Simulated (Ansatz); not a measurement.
Energy needed to pull apart HI (SMILES I), singlet, into free ground-state atoms, from the structure below (displaced at random from a GFN2-xTB minimum); no zero-point or spin–orbit terms; open-shell atoms are treated unrestricted, in their ground-state multiplicity.

I1  (-0.567, 0.251, -0.313)
H2  (0.673, -0.153, 0.417)
(Å)

Ansatz 0.2.0; basis: def2-TZVPP; cores frozen in the correlated methods. Filled d shells of the heavier atoms are correlated. Core potentials replace the inner electrons of the atoms past krypton. The def2 sets are not built for correlating such inner shells, so the correlated values are less sure here.

| method | atomization energy (kcal/mol) |
| --- | --- |
| PBE-D4 | ? |
| r2SCAN-D4 | 75.3 |
| PBE0-D4 | 74.3 |
| r2SCAN0-D4 | 74.3 |
| LC-wPBE | 72.3 |
| wB97M-V | 74.6 |
| HF | 49.8 |
| MP2 | ? |
| CCSD | 74.6 |
| CCSD(T) | 75.9 |

**Question.** What does MP2 give? (To be estimated.)

**Answer.** By the calculation: 75.5 kcal/mol, which is about 0.4 kcal/mol less than CCSD(T)/def2-TZVPP.

**Question.** What does PBE-D4 give? (To be estimated.)

**Answer.** By the calculation: 75.1 kcal/mol, which is about 0.7 kcal/mol less than CCSD(T)/def2-TZVPP.

In triple zeta the MP2 and coupled-cluster atomization energies are still short of their basis limit by a few kcal/mol a bond, whereas those of the functionals are nearly converged, so these differences are not deviations from converged CCSD(T).

No T1 diagnostic of these runs exceeds 0.007.

For scale, one of the runs: CCSD(T)/def2-TZVPP forces, 64 basis functions (an equivalent command: `ansatz run in.yaml --threads 4`). The run took about 2.1 s on 4 CPU threads (shared host).
